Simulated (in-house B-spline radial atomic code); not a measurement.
A calculation on the niobium ion Nb⁴⁺: its settings, and results tabulated from the run. All numbers are computed (scalar-relativistic (X2C) LC-wPBE, spin-polarised, spherical fractional occupations; Fermi nucleus of rms radius 4.324 fm) with an all-electron radial atomic-structure program (B-spline basis), not measured.

Command:
```bash
python run_scf.py task.json out
```
Settings (nuclear radius in fm, mass in u):
```
Z                41
configuration    [Kr] 4d1
hamiltonian      x2c
method           lc_wpbe
spin_polarised   True
nucleus          fermi
rms_radius       4.324
atomic_mass      92.90637
speed_of_light   137.035999084
```

Output (hartree, bohr):
```
 radial grid: 68 intervals, B-splines of order 8, outer radius 22.1277 bohr

 iter        energy (Eh)    residual
    1       -3811.265383    4.27e-01
    2       -3814.752444    2.29e-01
    3       -3815.721549    4.83e-02
    4       -3815.767899    1.79e-02
    5       -3815.771468    4.22e-03
    6       -3815.771997    1.27e-03
    7       -3815.772010    9.52e-05
    8       -3815.772011    1.06e-05
    9       -3815.772011    1.38e-06
   10       -3815.772011    9.53e-08

 total energy                     -3815.77201
 kinetic                            3950.0225
 electron-nucleus                  -9152.4540
 Hartree                            1504.5927
 exact exchange                       -7.9850
 exchange-correlation               -109.9481

 orbital      occ     eigenvalue          <r>       <r^2>       <1/r>       r_max
 1s up      1.000      -692.1663    0.0356064  0.00172134     43.7383     0.02292
 1s down    1.000      -692.1666    0.0356064  0.00172134     43.7383     0.02292
 2s up      1.000       -98.5270     0.157637   0.0293581     9.76842      0.1331
 2s down    1.000       -98.5222     0.157634   0.0293569     9.76871      0.1331
 2p up      3.000       -88.1911     0.137537   0.0231341     9.29787      0.1063
 2p down    3.000       -88.1876     0.137532   0.0231327     9.29813      0.1062
 3s up      1.000       -18.0772     0.442827    0.224872     3.30149      0.3956
 3s down    1.000       -18.0749     0.442838    0.224873     3.30117      0.3956
 3p up      3.000       -14.6939     0.445431    0.231144     3.10102      0.3894
 3p down    3.000       -14.6913     0.445427     0.23112     3.10078      0.3894
 3d up      5.000        -9.1589     0.432684    0.225734     2.85609      0.3347
 3d down    5.000        -9.1546     0.432669    0.225678     2.85589      0.3347
 4s up      1.000        -4.0470      1.14074        1.47     1.19685       1.029
 4s down    1.000        -4.0177      1.13789     1.46306     1.20106       1.026
 4p up      3.000        -3.1123      1.25204     1.78313      1.0686        1.11
 4p down    3.000        -3.0741       1.2481     1.77267     1.07329       1.107
 4d up      1.000        -1.5101      1.62224     3.05979    0.805263       1.358
```

Time taken, with all properties: 1 s on 1 thread of x86-64 server CPU, on a shared host.

Caution: exact exchange at fractional occupations of open shells leaves self-interaction of up to several eV.

One-electron X2C: radii and densities carry no picture-change correction, so inner-shell <1/r> comes out high (for 1s by about 2 % at Z = 33, 5 % at 54, 10 % at 75, 30 % at 118) and <r> low.
